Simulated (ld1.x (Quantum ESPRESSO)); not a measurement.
Ranking ultrasoft potentials for Ga

All share these settings but for the change named:

ld1.x (Quantum ESPRESSO) 7.5 input, shortened:

```
&input
   title='Ga', zed=31., rel=1, dft='PZ', iswitch=3,
   config='[Ar] 3d10 4s1.5 4p1.5'
 /
 &inputp
   pseudotype=3, tm=.true., lloc=-2, rcloc=1.05,
   nlcc=.true., new_core_ps=.true.,
   which_augfun='PSQ', rmatch_augfun_nc=.true.
 /
6
4S  1  0   1.50   0.00  1.25  1.75  0.0
4S  1  0   0.00   0.80  1.25  1.75  0.0
4P  2  1   1.50   0.00  1.85  2.20  0.0
4P  2  1   0.00   0.20  1.85  2.20  0.0
3D  3  2  10.00   0.00  1.00  1.40  0.0
3D  3  2   0.00  -0.90  1.00  1.40  0.0
 &test
   configts(1)='3d10 4s1.5 4p1.5'
 /
```

Cutoff: the first of the cutoffs (Ry, on a coarse ladder) from which the occupation-weighted sum of valence levels, in a spherical-Bessel basis at the reference potential, stays within 10 and 1 mRy of its value at 400 Ry; the density cutoff is not measured.

The base gives 55 Ry.

Of 12 variants that were run, those that failed, showed a ghost or another fault, or gave nearly equal values are left out.

A variant can come out equal or close to the base.

Question: Rank these variants from softest to hardest (loose cutoff).
A. wave 4s channel at 0.8 Ry: rcut 1.25, rcutus 1.75 bohr becomes 4s channel at 1.61 Ry: rcut 1.25, rcutus 1.75 bohr
B. type TM; waves now 4s (bound): rc 1.75 bohr; 4p (bound): rc 2.20 bohr; 3d (bound): rc 1.40 bohr; local potential all-electron potential smoothed inside 1.60 bohr (lloc = -2)
C. waves 3d (bound): rcut 1.00, rcutus 1.32 bohr; 3d channel at -0.9 Ry: rcut 1.00, rcutus 1.32 bohr

Answer: A (55 Ry), C (80 Ry), B (160 Ry).
